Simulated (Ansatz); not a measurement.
SnBr₂⁺, relaxed as a quartet with UKS B3LYP-D4/def2-TZVP in Ansatz, starting from the B3LYP-D4/def2-TZVP geometry of the charge +1 doublet. Force threshold 0.02 eV/Å.

In the def2 sets Sn takes a core potential; there is no spin–orbit coupling. At B3LYP-D4/def2-TZVP a doublet of charge 1 lies 3.46 eV below the quartet, each at its own geometry. The structure comes from a short search, and lower isomers may exist.

Start:

```xyz
3

Sn    0.930    1.056    0.282
Br   -1.103   -0.322    1.195
Br    0.173   -0.734   -1.476
```

(1) Estimate the energy that the relaxation releases and the steps that it takes.

(2) Does the start keep its bonding and symmetry?

(3) Predict the relaxed structure.

## Answers

(1) 3.1 kJ/mol, in 3 steps; 10 s on 4 threads of Arm Neoverse V2 on a shared host. No frequencies were taken in this run, so the end may be a saddle point.

(2) By distances, no bond broke or formed. The bond that changes most is Sn1–Br3, from 2.62 to 2.63 Å (atoms count from 1). Point group C2v at the start, C2v at the end, both within 0.05 Å.

(3) 
```xyz
3

Sn    0.9071    1.0300    0.2746
Br   -1.1317   -0.2962    1.2818
Br    0.2246   -0.7338   -1.5565
```
Bond lengths: 2 × Br–Sn 2.63 Å.
